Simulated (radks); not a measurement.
Problem. The mean radii <r> (bohr) of the occupied orbitals of an atom or ion are listed with their occupations. Calculated with a radial shooting solver on a logarithmic mesh with Libxc functionals: non-relativistic Kohn-Sham, exchange-only B88, spin-polarised, spherical densities, point nucleus.

| orbital | occ. | <r> |
|---|---|---|
| 1s down | 1 | 0.03545 |
| 1s up | 1 | 0.03545 |
| 2s up | 1 | 0.1547 |
| 2s down | 1 | 0.1547 |
| 2p up | 3 | 0.1325 |
| 2p down | 3 | 0.1325 |
| 3s up | 1 | 0.4276 |
| 3s down | 1 | 0.4275 |
| 3p up | 3 | 0.4218 |
| 3p down | 3 | 0.4216 |
| 3d up | 5 | 0.3986 |
| 3d down | 5 | 0.3983 |
| 4s up | 1 | 1.089 |
| 4s down | 1 | 1.081 |
| 4p up | 3 | 1.188 |
| 4p down | 3 | 1.180 |
| 4d up | 5 | 1.677 |
| 5s up | 1 | 3.301 |
| 5s down | 1 | 3.827 |

Name the element and its charge. Open shells, if any, are filled with parallel spins first.

Solution. Z = 43, technetium, charge 0: Tc in [Kr] 4d5 5s2. The 1s radius gives Z: for a bare nucleus <r> = 1.5/Z, 0.03488 bohr for Z = 43, and screening makes it slightly larger (0.03545 here). The occupations add up to 43, and the charge is Z minus that.
